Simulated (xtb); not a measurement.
I₃Si (SMILES I[Si](I)I), doublet, at a GFN2-xTB geometry; GFN2-xTB with ALPB(hexane) run with xtb.

xtb was given this input:
```
$ xtb mol.xyz --gfn 2 --uhf 1 --alpb hexane --json

# file mol.xyz
4

I     -1.93127252    -1.33453319    -0.03701836
Si     0.01593701    -0.00484828     0.77588505
I      2.11920502    -1.00358043    -0.11814888
I     -0.19214227     2.33939430    -0.04978353
```

What the program printed (banner, timings and long lists left out):

```
   ID    Z sym.   atoms
    1   53 I      1, 3, 4
    2   14 Si     2

           -------------------------------------------------
          |                Calculation Setup                |
           -------------------------------------------------

           -------------------------------------------------
          |                 G F N 2 - x T B                 |
           -------------------------------------------------

      * Solvation model:               ALPB
        Solvent                        hexane
        Parameter file                 internal GFN2-xTB/ALPB
        Dielectric constant                1.8800E+00
        Reference state                gsolv [1 M gas/solution]
        Free energy shift                  4.8134E-03 Eh       3.0204E+00 kcal/mol
        Temperature                        2.9815E+02 K
        Density                            6.6000E-01 kg/L
        Solvent mass                       8.6180E+01 g/mol
        Interaction kernel             P16
        Born radius scaling (c1)           1.1040E+00
        Born radii integrator          GBOBC
        Born offset                        0.0000E+00 a0       0.0000E+00 AA
        H-bond correction              false
        Ion screening                  false
        Surface tension                    1.0000E-05 Eh       1.5569E+01 dyn/cm
        Grid points                               230 per atom

          ...................................................
          :                      SETUP                      :
          :.................................................:
          :  # basis functions                  40          :
          :  # atomic orbitals                  36          :
          :  # shells                           12          :
          :  # electrons                        25          :
          :  max. iterations                   250          :
          :  Hamiltonian                  GFN2-xTB          :
          :  restarted?                      false          :
          :  GBSA solvation                   true          :
          :  PC potential                    false          :
          :  electronic temp.          300.0000000     K    :
          :  accuracy                    1.0000000          :
          :  -> integral cutoff          0.2500000E+02      :
          :  -> integral neglect         0.1000000E-07      :
          :  -> SCF convergence          0.1000000E-05 Eh   :
          :  -> wf. convergence          0.1000000E-03 e    :
          :  Broyden damping             0.4000000          :
          :  net charge                          0          :
          :  unpaired electrons                  1          :
          ...................................................

 iter      E             dE          RMSdq      gap      omega  full diag
   1    -13.1340998 -0.131341E+02  0.925E+00    3.69       0.0  T
   2    -13.1583175 -0.242177E-01  0.846E+00    3.26       1.0  T
   3    -13.2603537 -0.102036E+00  0.381E+00    3.56       1.0  T
   4    -13.2409411  0.194126E-01  0.325E+00    3.48       1.0  T
   5    -13.2576234 -0.166824E-01  0.226E+00    3.51       1.0  T
   6    -13.2671387 -0.951526E-02  0.124E+00    3.51       1.0  T
   7    -13.2708797 -0.374100E-02  0.578E-01    3.50       1.0  T
   8    -13.2717973 -0.917581E-03  0.112E-01    3.50       1.0  T
   9    -13.2718078 -0.104944E-04  0.614E-02    3.50       1.0  T
  10    -13.2718100 -0.222390E-05  0.474E-02    3.50       1.1  T
  11    -13.2718155 -0.553147E-05  0.919E-03    3.50       5.4  T
  12    -13.2718157 -0.152073E-06  0.162E-03    3.50      30.9  T
  13    -13.2718157 -0.107594E-08  0.438E-04    3.50     114.1  T
  14    -13.2718157 -0.848743E-11  0.711E-05    3.50     703.5  T

   *** convergence criteria satisfied after 14 iterations ***

         :::::::::::::::::::::::::::::::::::::::::::::::::::::
         ::                     SUMMARY                     ::
[...]
         :: total energy             -13.250822442250 Eh    ::
[...]
      -------------------------------------------------------------
         1        2.0000           -0.7923609             -21.5612
         2        2.0000           -0.7575793             -20.6148
         3        2.0000           -0.7575793             -20.6148
         4        2.0000           -0.6468663             -17.6021
         5        2.0000           -0.4723741             -12.8540
         6        2.0000           -0.4723741             -12.8540
         7        2.0000           -0.4482017             -12.1962
         8        2.0000           -0.4381205             -11.9219
         9        2.0000           -0.4381205             -11.9219
        10        2.0000           -0.4314064             -11.7392
        11        2.0000           -0.4314064             -11.7392
        12        2.0000           -0.4285598             -11.6617
        13        1.0000           -0.3701155             -10.0714 (HOMO)
        14                         -0.2414478              -6.5701 (LUMO)
        15                         -0.2380538              -6.4778
        16                         -0.2380538              -6.4778
        17                         -0.0867887              -2.3616
        18                         -0.0867887              -2.3616
        19                         -0.0784585              -2.1350
        20                         -0.0462815              -1.2594
        21                         -0.0462815              -1.2594
        22                          0.0021475               0.0584
        23                          0.0034488               0.0938
        24                          0.0034488               0.0938
       ...                                ...                  ...
        36                          1.1039494              30.0400
      -------------------------------------------------------------
                  HL-Gap            0.1286677 Eh            3.5012 eV
             Fermi-level           -0.3525413 Eh           -9.5931 eV

     #   Z          covCN         q      C6AA      α(0)
     1  53 I        0.960    -0.178   385.176    33.880
     2  14 Si       2.583     0.534   173.807    28.933
     3  53 I        0.960    -0.178   385.176    33.880
     4  53 I        0.960    -0.178   385.176    33.880

 Mol. C6AA /au·bohr⁶  :       5155.934239
 Mol. C8AA /au·bohr⁸  :     453676.108920
 Mol. α(0) /au        :        130.571388

Wiberg/Mayer (AO) data.
largest (>0.10) Wiberg bond orders for each atom

 ---------------------------------------------------------------------------
     #   Z sym  total        # sym  WBO       # sym  WBO       # sym  WBO
 ---------------------------------------------------------------------------
     1  53 I    1.280 --     2 Si   1.110
     2  14 Si   3.329 --     4 I    1.110     1 I    1.110     3 I    1.110
     3  53 I    1.280 --     2 Si   1.110
     4  53 I    1.280 --     2 Si   1.110
 ---------------------------------------------------------------------------

Topologies differ in total number of bonds
Writing topology from bond orders to xtbtopo.mol

molecular dipole:
                 x           y           z       tot (Debye)
 q only:        0.018      -0.005       0.852
   full:        0.020      -0.006       0.982       2.496
molecular quadrupole (traceless):
                xx          xy          yy          xz          yz          zz
 q only:       -3.192      -0.001      -3.196       0.197      -0.060       6.388
  q+dip:       -6.054      -0.002      -6.061       0.373      -0.114      12.115
   full:       -5.703      -0.002      -5.710       0.352      -0.107      11.413

           -------------------------------------------------
          | TOTAL ENERGY              -13.250822442250 Eh   |
          | GRADIENT NORM               0.003759494883 Eh/α |
          | HOMO-LUMO GAP               3.501225810985 eV   |
           -------------------------------------------------

normal termination of xtb
```
